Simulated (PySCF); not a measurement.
Compound: C₅H₁₃B.
Structure used (PBE0-D3(BJ)/def2-SVP), in Å, numbered top down from 1:
```xyz
19
C5H13B angstrom
C      2.796    0.066   -0.692
C      1.386   -0.505   -0.682
C      0.342    0.448   -0.106
B     -1.176    0.013   -0.123
C     -1.712   -1.026   -1.174
C     -2.162    0.667    0.919
H      3.524   -0.646   -1.111
H      3.130    0.324    0.326
H      2.846    0.988   -1.295
H      1.101   -0.792   -1.708
H      1.380   -1.447   -0.104
H      0.337    1.383   -0.710
H      0.645    0.787    0.901
H     -2.779   -0.905   -1.415
H     -1.126   -1.102   -2.102
H     -1.622   -2.013   -0.675
H     -3.172    0.232    0.939
H     -1.747    0.667    1.941
H     -2.270    1.735    0.650
```

Jobs on this species (19 atoms, 48 electrons) with PySCF (density fitting). Hardware of each: Arm Neoverse V1, one thread, shared host. Other jobs ran on the host; a repeat could differ by tens of per cent or more.

Problem. Rank these jobs by wall time, shortest first.
A. PBE/pcSseg-1; shieldings; 167 basis functions
B. PBE0/pcSseg-0; shieldings, charges and field gradients; 80 basis functions
C. PBE0/cc-pVDZ; shieldings, charges and field gradients; 149 basis functions
D. PBE0/STO-3G; shieldings, charges and field gradients; 43 basis functions

Solution. D (4.1 s), B (7.3 s), C (17 s), A (29 s).

All jobs:

```tsv
level and settings	work	basis functions	SCF cycles	wall time
PBE0/STO-3G	shieldings, charges and field gradients	43	10	4.1 s
PBE0/pcSseg-0	shieldings, charges and field gradients	80	12	7.3 s
PBE0/6-31G	shieldings, charges and field gradients	80	12	7.9 s
PBE0/6-31G*	shieldings, charges and field gradients	110	12	11 s
PBE0/cc-pVDZ	shieldings, charges and field gradients	149	12	17 s
LDA/pcSseg-1	shieldings	167	13	23 s
PBE/pcSseg-1	shieldings	167	13	29 s
BLYP/pcSseg-1	shieldings	167	13	29 s
PBE0/def2-TZVP	shieldings, charges and field gradients	264	12	36 s
```

Problem. What do all jobs in the table cost together?

Solution. About 2.7 min; the longest takes about 22 % of that, and about 8.8 times as long as the shortest.
